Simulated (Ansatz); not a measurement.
Species: C6H13, charge 0, multiplicity 2. It need not be the lowest isomer of its formula. SMILES: CC(C)(C)C[CH2]
Structure (B3LYP-D3(BJ)/def2-TZVP (Ansatz, a first-principles code) minimum search):
```
C
C 1 1.5315
H 2 1.0924 1 110.82
H 2 1.0925 3 107.87 1 121.83
H 2 1.0925 3 107.87 4 116.34
C 1 1.5316 2 109.51 3 60.23
H 6 1.0912 1 111.22 2 -179.24
H 6 1.0923 7 107.93 1 -121.57
H 6 1.0928 7 108.02 8 -116.35
C 1 1.5316 2 109.51 3 -60.23
H 10 1.0912 1 111.22 2 179.24
H 10 1.0923 11 107.93 1 121.57
H 10 1.0928 11 108.02 12 116.35
C 1 1.5629 2 108.07 3 180.00
H 14 1.0951 1 107.06 2 -57.18
H 14 1.0951 15 106.92 1 -114.46
C 14 1.4828 15 109.74 16 -118.96
H 17 1.0811 14 121.22 15 -33.85
H 17 1.0811 18 117.39 14 175.27
```
Charge 0, spin multiplicity 2.

Wanted: atomisation energy (electronic, to ground-state atoms), in eV. Valence correlation only, unless marked. UHF or UKS for open shells. Spin-orbit coupling is left out. Non-relativistic. The coupled-cluster limit lacks core correlation, which all-electron functionals hold. CBS(X,Y): correlation extrapolated as X^-3; Hartree-Fock from the larger set. [CCSD(T)-MP2]/basis is that difference in the basis named.

| level | program | atomisation energy (eV) |
|---|---|---|
| PBE-D3(BJ)/def2-TZVPD | Ansatz + dftd3 | 78.67 |
| revPBE-D3(BJ)/def2-TZVPD | Ansatz + dftd3 | 76.90 |
| B3LYP-D4/def2-TZVPD | Ansatz + dftd4 | 77.39 |
| PBE0/def2-TZVPD | Ansatz | 77.57 |
| HSE06-D3(BJ)/def2-TZVPD | Ansatz + dftd3 | ? |
| B2PLYP/def2-TZVPD | Ansatz | 76.32 |
| RI-MP2/CBS(cc-pVTZ,cc-pVQZ)+[CCSD(T)-MP2]/cc-pVTZ | Ansatz | 77.35 |

### Question
Some entries are withheld; supply them.

### Answer

- HSE06-D3(BJ)/def2-TZVPD, atomisation energy (eV): 77.91
